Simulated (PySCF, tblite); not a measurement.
Compound: C5H4N2O.
Bonds: O1–C2 (double), C2–C3, C3–N4 (aromatic), N4–C5 (aromatic), C5–C6 (aromatic), C6–C7 (aromatic), C7–N8 (aromatic), C3–N8 (aromatic). Hydrogens: H9 on C2; H10 on C5; H11 on C6; H12 on C7.

Computed with GFN2-xTB (tblite), gas phase: Langevin dynamics at 200 K from the optimised GFN2-xTB geometry, time step 0.5 fs, friction 0.01 fs⁻¹, 2000 steps. Over the second half of the run the saved frames average 170 K.

Frame at 250 fs, instantaneous temperature 170 K:
```
atom  x, y, z in Å
O1      2.765   -0.808   -0.130
C2      2.042   -0.073    0.453
C3      0.534   -0.098    0.386
N4     -0.274   -1.167    0.531
C5     -1.587   -0.970    0.306
C6     -2.174    0.272   -0.010
C7     -1.253    1.340   -0.035
N8      0.034    1.148    0.163
H9      2.420    0.840    0.966
H10    -2.181   -1.869    0.297
H11    -3.257    0.343   -0.157
H12    -1.565    2.386   -0.242
```

Frame at 425 fs, instantaneous temperature 185 K:
```
atom  x, y, z in Å
O1      2.676   -0.648    0.651
C2      1.735    0.078    0.803
C3      0.291   -0.124    0.393
N4     -0.319   -1.310    0.477
C5     -1.585   -1.315    0.249
C6     -2.324   -0.254   -0.268
C7     -1.586    0.935   -0.359
N8     -0.314    0.964    0.061
H9      1.851    1.045    1.298
H10    -2.007   -2.278    0.345
H11    -3.401   -0.192   -0.417
H12    -2.004    1.870   -0.640
```

Frame at 625 fs, instantaneous temperature 229 K:
```
atom  x, y, z in Å
O1      2.260   -1.042    1.465
C2      1.788   -0.234    0.706
C3      0.299   -0.310    0.293
N4     -0.299   -1.479    0.153
C5     -1.599   -1.478   -0.108
C6     -2.357   -0.302   -0.297
C7     -1.627    0.846   -0.206
N8     -0.324    0.853    0.112
H9      2.309    0.534    0.182
H10    -2.044   -2.456   -0.199
H11    -3.404   -0.380   -0.471
H12    -2.116    1.859   -0.323
```

Frame at 800 fs, instantaneous temperature 123 K:
```
atom  x, y, z in Å
O1      2.344   -0.696    1.079
C2      1.583    0.113    0.655
C3      0.159   -0.109    0.183
N4     -0.383   -1.318    0.214
C5     -1.602   -1.439   -0.278
C6     -2.329   -0.394   -0.807
C7     -1.691    0.824   -0.729
N8     -0.498    0.971   -0.203
H9      1.825    1.184    0.480
H10    -2.020   -2.400   -0.248
H11    -3.395   -0.498   -1.050
H12    -2.114    1.776   -1.106
```

Frame at 1000 fs, instantaneous temperature 138 K:
```
atom  x, y, z in Å
O1      2.291   -0.595    1.566
C2      1.715   -0.090    0.632
C3      0.266   -0.302    0.133
N4     -0.300   -1.431    0.497
C5     -1.573   -1.635    0.277
C6     -2.296   -0.622   -0.356
C7     -1.631    0.535   -0.736
N8     -0.309    0.676   -0.595
H9      2.126    0.708    0.011
H10    -1.944   -2.587    0.644
H11    -3.329   -0.661   -0.605
H12    -2.064    1.362   -1.267
```

Problem. What do single points at PBE0/pcSseg-1 (PySCF, gas phase) give on these frames?

Solution. 
| t (fs) | GFN2-xTB E above start (eV) | DFT E above lowest frame (eV) | HOMO (eV) | LUMO (eV) | dipole (D) |
| --- | --- | --- | --- | --- | --- |
| 250 | 0.29 | 0.16 | -7.58 | -2.26 | 4.57 |
| 425 | 0.31 | 0.22 | -7.63 | -2.24 | 5.02 |
| 625 | 0.24 | 0.08 | -7.59 | -2.17 | 4.43 |
| 800 | 0.17 | 0.00 | -7.67 | -2.45 | 4.85 |
| 1000 | 0.30 | 0.16 | -7.60 | -2.38 | 4.78 |

Both levels order the frames alike by energy; measured from each level's lowest frame they differ by 0.08 eV at most. The HOMO–LUMO gap runs from 5.22 to 5.42 eV. These are instantaneous structures, not minima.

Problem. And the isotropic GIAO shieldings (ppm) from the same runs?

Solution. 
```tsv
atom	250 fs	425 fs	625 fs	800 fs	1000 fs	mean	range
O1	-385.5	-399.0	-416.1	-381.5	-393.1	-395.0	34.6
C2	-5.8	-12.8	-13.6	-9.9	-15.1	-11.4	9.3
C3	10.7	23.5	15.3	20.7	14.4	16.9	12.8
N4	-89.6	-63.7	-74.5	-75.7	-76.7	-76.0	25.9
C5	17.1	29.6	18.4	24.4	25.8	23.1	12.5
C6	55.2	56.9	59.2	61.4	63.0	59.1	7.8
C7	22.9	19.3	23.7	24.2	19.3	21.9	4.9
N8	-88.3	-68.4	-72.9	-78.2	-84.3	-78.4	19.9
H9	21.0	21.5	21.3	21.3	21.4	21.3	0.5
H10	22.3	23.0	22.5	22.9	22.1	22.6	0.9
H11	23.8	23.8	24.3	24.0	24.8	24.1	1.0
H12	22.0	22.6	21.9	22.2	22.3	22.2	0.7
```

The cost below is that of the whole dynamics run. On Intel Xeon Platinum 8175M at 2.50 GHz, one thread, no GPU, shared host with 96 logical CPUs at a one-minute load of 38, this took 22 s wall and 0.18 GiB of memory at its peak.
